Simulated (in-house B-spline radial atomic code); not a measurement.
## B97-1 excitations of O VII (O6+)

Method: B97-1. Computed with a B-spline radial code for spherical atoms: linear response of the closed shell 1s2 with the functional's adiabatic kernel; scalar-relativistic (spin-free one-electron X2C), finite nucleus, no spin-orbit coupling, no double excitations, S, P, D and F terms only.

Command:
```bash
python run_td.py task.json out
```
Settings (radii: box in bohr, nucleus in fm):
```
Z                        8
electrons                2
configuration            1s2
hamiltonian              x2c
method                   b97_1
box_radius               14.35
rms_radius               2.6991
intervals                72
```

Time taken, with all properties: 0.2 s on 1 thread of Intel(R) Xeon(R) Platinum 8488C (Sapphire Rapids), on a shared host.

The lowest states, in the order of their Tamm-Dancoff energies; the method's threshold (minus the highest occupied level) is 702.85 eV. Labels give the largest channel, * marks a mixed state, and oscillator strengths are full-response dipole values. Semilocal kernels can invert the small singlet-triplet splittings of Rydberg terms. Energies in eV:

```tsv
state	full response	Tamm-Dancoff	oscillator strength
1s → 2s 3S	547.57	547.59	-
1s → 2s 1S	555.63	555.73	-
1s → 2p 3P	556.72	556.75	-
1s → 2p 1P	561.73	561.76	0.64
1s → 3s 3S	638.56	638.56	-
1s → 3s 1S	640.38	640.41	-
1s → 3p 3P	641.23	641.24	-
1s → 3p 1P	?	?	?
1s → 3d 3D	642.94	642.94	-
1s → 3d 1D	643.40	643.40	-
1s → 4s 3S	667.63	667.64	-
1s → 4s 1S	668.35	668.36	-
1s → 4p 3P	?	?	-
1s → 4p 1P	669.22	669.22	0.0486
1s → 4d 3D	669.38	669.38	-
1s → 4d 1D	669.53	669.53	-
1s → 4f 3F	669.96	669.96	-
1s → 4f 1F	670.00	670.00	-
```

(1) Where does 1s → 3p 1P lie?

(2) Where does 1s → 4p 3P lie?

(3) How large is the singlet-triplet splitting of 1s → 2s (S terms) in Tamm-Dancoff?

(4) What polarisabilities and dispersion coefficient does the method give?

Results:

(1) At 642.44 eV in full response, 642.45 eV in Tamm-Dancoff, oscillator strength 0.128.

(2) At 668.72 eV in full response, 668.72 eV in Tamm-Dancoff.

(3) 8.14 eV, from the unrounded values.

(4) Dipole 0.002692 bohr³, quadrupole 0.0001694 bohr⁵, C6 0.0001324 hartree·bohr⁶ for two such species.
